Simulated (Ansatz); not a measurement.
The same path of CH$_{4}$SSe (7 atoms, charge 0, multiplicity 1) was run twice with different band settings. The coordinate that changes most is the dihedral H4–S1–C2–H6.

These are results of RKS PBE0-D4/def2-SVP in Ansatz, not measurements.

Relaxed end points:

```xyz
7
Properties=species:S:1:pos:R:3
S -1.667 -0.206 -0.087
C -0.038 0.174 0.594
Se 1.466 -0.956 0.055
H -1.390 0.151 -1.359
H -0.128 0.024 1.679
H 0.226 1.226 0.429
H 1.531 -0.413 -1.311
```

```xyz
7
Properties=species:S:1:pos:R:3
S -1.306 -0.428 -0.688
C 0.009 0.198 0.393
Se 1.510 -1.040 0.428
H -2.082 0.681 -0.645
H -0.326 0.262 1.439
H 0.358 1.187 0.068
H 1.837 -0.859 -0.995
```

Common settings: movable images 5; climbing image yes; spring 5.0 eV/Å²; optimiser quadratic models (default); force threshold 0.05 eV/Å; iteration limit 60; end points relaxed.

| run | start path |
| --- | --- |
| 1 | IDPP |
| 2 | straight line |

What does each run give, and how far can it be trusted?

Run 1: converged after 7 iterations, highest image 0.058 eV above the first end. A vibrational analysis at the climbing image gives one clearly imaginary mode, 202i cm⁻¹: a first-order saddle point.
Run 2: converged after 8 iterations, highest image 0.058 eV above the first end. Another band between the same ends (5 images) ends at a top of the same energy, where a vibrational analysis finds 1 clearly imaginary mode.
